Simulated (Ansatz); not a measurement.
Reaction (atomization): `OB[SiH](O)F` → B• + F• + 4 H• + 2 O• + Si•

Isolated molecules relaxed with PBE0-D4/def2-TZVP in Ansatz; ΔE leaves out vibrations. CBS: MP2 limit from def2 TZ/QZ plus the TZ coupled-cluster correction, frozen cores. This one scheme is used for every species, atoms too. Functionals use def2-TZVPP. HSE06 is defined as in plane-wave codes. No spin–orbit coupling; open shells (•) take unrestricted orbitals. Spin–orbit coupling would lower the free atoms: a little for B, F, O, Si. Each species was taken in one conformer, which may not be the lowest.

CCSD(T)/CBS gives +36.54 eV.

(1) Another level gave +34.89 eV. Which?
A. BHLYP/def2-TZVPP
B. HSE06/def2-TZVPP
C. r2SCAN0/def2-TZVPP
D. r2SCAN0-D4/def2-TZVPP

Largest T1 diagnostic among the species: 0.014.

Answers

(1) A. BHLYP 34.89, HSE06 35.96, r2SCAN0-D4 35.71, r2SCAN0 35.67 eV.

From BLYP to BHLYP (50 % exact exchange), in def2-TZVPP and without D4, ΔE moves by −1.15 eV: exact exchange takes away binding that semilocal exchange gives to molecules. At CCSD(T), def2-SVP lies −2.69 eV from the extrapolated value and def2-TZVPP −1.07 eV: correlation converges slowly with the basis, and small sets miss more of it in the bonded molecule than in its fragments. Leaving LDA and LC-ωPBE aside and taking each functional with its dispersion term where it has one, the values, not all of them listed here, spread over 1.82 eV, from BHLYP-D4 to PBE-D4. LDA lies +4.99 eV from PBE without D4, its usual overbinding.

For atomizations the MP2-based limit and the directly extrapolated one differ by several kJ/mol either way, and by 10 to 25 for some Ge, Se and Sn compounds, so smaller differences from it don't rank the levels.
